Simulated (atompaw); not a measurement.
## Before and after: PAW (atompaw) potential for P

- Element: phosphorus (P)
- Generator: atompaw 4.2.0.5
- Type: PAW
- Functional: PBE
- Relativity: non-relativistic
- Frozen core: [Ne]
- Valence charge: 5
- Reference configuration: 3s2 3p1 (charge +2)
- Partial waves: 3s (bound): rc 1.80 bohr; 3s channel at -1.2 Ry: rc 1.45 bohr; 3p (bound): rc 1.80 bohr; 3p channel at -1.4 Ry: rc 1.80 bohr
- Local potential: bessel scheme, radius 1.20 bohr
- Core correction: smooth core density matched at 0.90 bohr
- Augmentation charge: sinc compensation charge, radius 1.45 bohr; PAW radius 1.80 bohr; waves and projectors: custom rrkj vanderbiltortho

Change: augmentation sinc compensation charge, radius 1.45 bohr; PAW radius 1.80 bohr; waves and projectors: custom polynom vanderbiltortho.

Cutoffs: the cutoffs (Ry, on a coarse ladder) from which the occupation-weighted sum of valence levels, in a spherical-Bessel basis at the reference potential, stays within 10 and 1 mRy of its value at 400 Ry; they do not see the model core or the augmentation charge, which bear on the density cutoff.

What does the change do?

The potential gets softer (12 Ry and 21 Ry → 12 Ry and 18 Ry); neither file shows a bound ghost.

| quantity | base | changed |
| --- | --- | --- |
| cutoff, loose | 12 Ry | 12 Ry |
| cutoff, tight | 21 Ry | 18 Ry |
| loose cutoff by channel (10 mRy a level) | s 6 Ry, p 12 Ry | s 10 Ry, p 8 Ry |
| bound ghosts | none | none |
| s: phases at 1.81 bohr within 0.05 rad from the reference energy up to (Ry; the scan ends near 5) | to the end of the scan | to the end of the scan |
| p: phases at 1.81 bohr within 0.05 rad from the reference energy up to (Ry; the scan ends near 5) | to the end of the scan | to the end of the scan |
| lowest overlap eigenvalue by channel | s 0.16, p 0.80 | s 0.01, p 0.70 |

 The cutoffs see the waves, projectors and local potential, not the compensation charge or the core.
